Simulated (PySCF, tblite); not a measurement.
Isomers of C5H11FSSi2. Calculated harmonic vibrations of the isolated species, GFN2-xTB (tblite), most abundant isotopes, no scaling. This tight-binding method is rough: wavenumbers can miss measured ones by several per cent, in bad cases by 10 to 20. Modes of hydrogen on silicon can be 10 to 20 % off. One conformer each.

Electronic energies: PBE0/pcSseg-1 single points on the GFN2-xTB geometries (PySCF, gas phase).

```tsv
SMILES	electronic energy, lowest = 0 (kJ/mol)
C/C=C1\[SiH2][C@@H](S[SiH3])[C@H]1F	215.6
CS[SiH2]C1=CC[SiH2][C@H]1F	132.5
CS[C@@H]1[SiH2]C=C[SiH2][C@H]1F	196.9
C[SiH2][C@H](F)C#C[SiH2]SC	234.4
F[Si@@H]1CC(=S)[C@@H](C[SiH3])C1	0.0
C[SiH2]C1=CSC[SiH2][C@@H]1F	165.5
```

Q: How do GFN2-xTB zero-point energies change the relative energies?

A: 
```
                             SMILES  ZPE (kJ/mol)  of it from modes above 1550 cm⁻¹  electronic (kJ/mol)  with ZPE, lowest = 0 (kJ/mol)  lowest mode (cm⁻¹)  rings
   F[Si@@H]1CC(=S)[C@@H](C[SiH3])C1         372.4                             179.5                  0.0                            0.0                  47      1
         CS[SiH2]C1=CC[SiH2][C@H]1F         366.8                             190.1                132.5                          126.9                  34      1
        C[SiH2]C1=CSC[SiH2][C@@H]1F         364.2                             189.7                165.5                          157.3                  35      1
    CS[C@@H]1[SiH2]C=C[SiH2][C@H]1F         364.6                             189.1                196.9                          189.1                  48      1
C/C=C1\[SiH2][C@@H](S[SiH3])[C@H]1F         362.0                             187.0                215.6                          205.2                  30      1
         C[SiH2][C@H](F)C#C[SiH2]SC         358.3                             194.6                234.4                          220.3                  21      0
```

The zero-point energies span 14.1 kJ/mol, from `C[SiH2][C@H](F)C#C[SiH2]SC` to `F[Si@@H]1CC(=S)[C@@H](C[SiH3])C1`. The order is unchanged.

Q: And how do the electronic energies of GFN2-xTB itself compare?

A: `F[Si@@H]1CC(=S)[C@@H](C[SiH3])C1` 0.0; `CS[SiH2]C1=CC[SiH2][C@H]1F` 137.0; `C[SiH2]C1=CSC[SiH2][C@@H]1F` 218.6; `CS[C@@H]1[SiH2]C=C[SiH2][C@H]1F` 259.6; `C/C=C1\[SiH2][C@@H](S[SiH3])[C@H]1F` 164.9; `C[SiH2][C@H](F)C#C[SiH2]SC` 253.0 kJ/mol, lowest = 0. Against the energies above, taken from the same isomer `F[Si@@H]1CC(=S)[C@@H](C[SiH3])C1`, the largest difference is 62.7 kJ/mol.

Q: What do entropy and thermal enthalpy add at 298.15 K and 1 bar (rigid rotor, harmonic oscillator, one conformer each)?

A: 
| SMILES | point group | symmetry number | S (J/(mol K)) | H − H(0) (kJ/mol) | ZPE + H − H(0) − TS (kJ/mol) |
| --- | --- | --- | --- | --- | --- |
| F[Si@@H]1CC(=S)[C@@H](C[SiH3])C1 | C1 | 1 | 453.2 | 33.46 | 270.7 |
| CS[SiH2]C1=CC[SiH2][C@H]1F | C1 | 1 | 479.9 | 36.00 | 259.7 |
| C[SiH2]C1=CSC[SiH2][C@@H]1F | C1 | 1 | 464.6 | 35.46 | 261.1 |
| CS[C@@H]1[SiH2]C=C[SiH2][C@H]1F | C1 | 1 | 458.6 | 35.05 | 262.9 |
| C/C=C1\[SiH2][C@@H](S[SiH3])[C@H]1F | C1 | 1 | 466.5 | 35.72 | 258.6 |

Not tabulated: `C[SiH2][C@H](F)C#C[SiH2]SC` (lowest mode only 21 cm⁻¹).
